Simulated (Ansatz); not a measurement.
The inner images of a band of BCl3 + BrH (6 atoms, charge 0, multiplicity 1) are given out of order.

Computed with RKS revPBE-D4/def2-SVP in Ansatz.

Image 0:

```xyz
6
Properties=species:S:1:pos:R:3
B -0.005 0.400 0.000
Cl -0.009 0.691 1.745
Cl 1.518 0.315 -0.861
Cl -1.527 0.234 -0.854
Br 0.100 -3.144 1.033
H 0.078 -2.010 1.916
```

Image 8:

```xyz
6
Properties=species:S:1:pos:R:3
B 0.029 -0.663 -0.559
Cl 0.008 0.303 2.781
Cl 1.522 0.177 -0.913
Cl -1.518 0.089 -0.884
Br 0.087 -2.472 0.122
H 0.027 -0.948 2.432
```

Problem. Put them in order from the first end to the last, with their energies above the first end.
A.
```xyz
6
Properties=species:S:1:pos:R:3
B 0.002 0.215 0.083
Cl -0.002 0.576 1.831
Cl 1.528 0.181 -0.776
Cl -1.527 0.095 -0.764
Br 0.092 -2.827 0.819
H 0.062 -1.754 1.785
```
B.
```xyz
6
Properties=species:S:1:pos:R:3
B 0.017 -0.303 0.026
Cl 0.009 0.248 1.994
Cl 1.540 0.186 -0.743
Cl -1.535 0.106 -0.733
Br 0.074 -2.444 0.574
H 0.049 -1.306 1.861
```
C.
```xyz
6
Properties=species:S:1:pos:R:3
B -0.002 0.329 0.052
Cl -0.006 0.693 1.789
Cl 1.523 0.223 -0.801
Cl -1.524 0.136 -0.790
Br 0.098 -3.012 0.920
H 0.066 -1.882 1.809
```
D.
```xyz
6
Properties=species:S:1:pos:R:3
B 0.025 -0.618 -0.400
Cl 0.006 0.264 2.496
Cl 1.528 0.199 -0.768
Cl -1.525 0.112 -0.760
Br 0.079 -2.466 0.224
H 0.042 -1.005 2.187
```
E.
```xyz
6
Properties=species:S:1:pos:R:3
B 0.012 -0.138 0.086
Cl 0.006 0.354 1.922
Cl 1.539 0.175 -0.753
Cl -1.535 0.092 -0.742
Br 0.078 -2.509 0.663
H 0.054 -1.487 1.802
```
F.
```xyz
6
Properties=species:S:1:pos:R:3
B 0.006 0.053 0.101
Cl 0.000 0.459 1.874
Cl 1.534 0.173 -0.760
Cl -1.533 0.083 -0.749
Br 0.087 -2.649 0.730
H 0.061 -1.632 1.781
```
G.
```xyz
6
Properties=species:S:1:pos:R:3
B 0.022 -0.499 -0.174
Cl 0.009 0.221 2.202
Cl 1.536 0.200 -0.738
Cl -1.532 0.117 -0.729
Br 0.076 -2.439 0.391
H 0.044 -1.113 2.026
```

Solution. C (+0.2 kcal/mol), A (+1.9 kcal/mol), F (+6.8 kcal/mol), E (+13.7 kcal/mol), B (+17.5 kcal/mol), G (+11.4 kcal/mol), D (+4.8 kcal/mol).

Run time: 11 min on 2 threads of Arm Neoverse N1 (shared host), peak memory 0.15 GiB.
